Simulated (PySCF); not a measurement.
**Electron correlation in S(2+) (sulfur, charge +2)**

[Ne] 3s2 3p1 3d1, one real determinant (an excited configuration). Computed with PySCF 2.14 in aug-cc-pCVTZ-DK (8s7p5d3f, 75 functions), with scalar relativity by spin-free X2C-1e. Frozen: 1s2; 12 electrons correlated.

```csv
level,correlation energy (mhartree)
CCSD,-395.34
(T),-52.80
CCSD(T),-448.14
```

Diagnostics: T1 = 0.011, D1 = 0.0411, largest double amplitude 0.604.

Question: Is a single reference adequate?

Answer: Not fully. The real determinant used has ⟨L²⟩ near 8 against 12 for a pure F term, so it mixes terms. The outer electron is Rydberg-like, and this basis confines it to a smaller radius and binds it less than a complete one would. A double-excitation amplitude exceeds 0.15, a sign of near-degeneracy.

The reference is one real determinant that mixes LS terms of this configuration.
